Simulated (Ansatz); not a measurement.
System: C$_{4}$H$_{10}$N, net charge 0, doublet state. It need not be the lowest isomer of its formula. 
Structure (B3LYP-D3(BJ)/def2-TZVP (Ansatz, an electronic-structure program) minimum search):
```
C
C 1 1.4889
H 2 1.0925 1 112.01
H 2 1.0931 3 108.40 1 123.48
H 2 1.1031 3 106.71 4 114.01
C 1 1.4891 2 118.53 3 164.68
H 6 1.0891 1 111.33 2 -171.08
H 6 1.0935 7 109.18 1 -123.57
H 6 1.1031 7 107.31 8 -114.78
C 1 1.4945 2 118.36 3 -37.56
H 10 1.1001 1 108.77 2 28.68
H 10 1.1038 11 105.74 1 117.66
N 10 1.4669 11 113.56 12 116.43
H 13 1.0127 10 110.70 11 -61.80
H 13 1.0138 14 107.55 10 -120.36
```
Charge 0, spin multiplicity 2.

Atomisation energy built up term by term with Ansatz (kcal/mol; UHF references for open shells; valence terms freeze the core; atomic spin-orbit terms are left out). Basis-set limits of correlation are two-point, X^-3; Hartree-Fock from the larger set.

| term | basis | kcal/mol |
|---|---|---|
| Hartree-Fock | cc-pVQZ | ? |
| CCSD correlation | CBS(cc-pVTZ,cc-pVQZ) | 331.94 |
| (T) | CBS(cc-pVTZ,cc-pVQZ) | ? |
| core correlation | cc-pwCVTZ | 5.17 |
| scalar relativity (X2C) | cc-pVTZ-DK against cc-pVTZ | -1.02 |
| sum: De |  | ? |

Task: Some entries are withheld; supply them.

Result: 
- Hartree-Fock, kcal/mol: 1011.28
- (T), kcal/mol: 18.38
- sum: De, kcal/mol: 1365.7
